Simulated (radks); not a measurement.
Values are calculated unless marked as measured or tabulated.
Task: Orbital eigenvalues (eV) of the rubidium ion Rb+, [Kr], of relativity; Dirac values are averaged over j with weights 2j + 1. Spin-unpolarised spherical Kohn-Sham, LDA (Slater exchange, Perdew-Wang correlation), point nucleus unless stated (finite: rms radius 4.2036 fm), a radial shooting solver on a logarithmic mesh with Libxc functionals. A level marked "c x" has the speed of light scaled by that factor and shares open shells by 2j + 1; other Dirac levels either fill j = l - 1/2 first or share by 2j + 1.

| shell | non-rel. |
|---|---|
| 1s | -14726 |
| 2s | -1945.7 |
| 2p | -1768.6 |
| 3s | -291.86 |
| 3p | -227.95 |
| 3d | -112.31 |
| 4s | -36.611 |
| 4p | -21.787 |

Give the values at the level "Dirac, 2j+1 shares, finite nucleus".

Result: 
shell  Dirac, 2j+1 shares, finite nucleus  change of magnitude (%)
1s                                 -15010                    +1.93
2s                                -2010.2                    +3.32
2p                                -1784.9                    +0.92
3s                                -302.70                    +3.72
3p                                -230.37                    +1.06
3d                                -110.00                    -2.05
4s                                -37.773                    +3.17
4p                                -21.798                    +0.05
